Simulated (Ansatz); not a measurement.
ClHg, charge +1, singlet, geometry from GFN2-xTB (such geometries of metal compounds can be far from the true shape) (core potentials on Hg); BLYP/def2-TZVP run with Ansatz (a program for electronic structure).

Input for Ansatz:
Ansatz 0.2 input:
```yaml
crystal:
  periodic: [false, false, false]
  atoms:
    - {symbol: Hg, position_ang: [-0.00000000, -0.00000000, -0.38734488]}
    - {symbol: Cl, position_ang: [0.00000000, 0.00000000, 1.82279944]}
basis:
  gaussian:
    orbitals: def2-TZVP
hamiltonian:
  xc: blyp
total_charge: 1
accuracy: high
```

The log (banner, timings and long lists left out):

```
Functional definition: BLYP
1229 factors; integrals over basis functions are off by at most 4.1e-9 eV
mean field evaluation 1: about -16676.0247 eV, gradient 7.3e1 eV
mean field evaluation 2: about -16490.5799 eV, gradient 2.1e2 eV
mean field evaluation 4: about -16689.5601 eV, gradient 1.3e1 eV
mean field evaluation 8: about -16689.9740 eV, gradient 4.5e-1 eV
mean field evaluation 16: about -16689.9744 eV, gradient 2.1e-4 eV
mean field evaluation 32: about -16682.6286 eV, gradient 1.1e-4 eV
mean field -16689.97437720 eV, -613.3452454910 hartree, gradient 1.9e-8 eV, S^2 0.000000; 3 other end points of the search recorded, 0 dependent functions left out
reference -16689.97441764 eV, -613.3452469772 hartree; 18, 18 occupied and 62, 62 virtual orbitals, 1229 factors
Total energy: -16689.97441764 eV, -613.3452469772 hartree
```
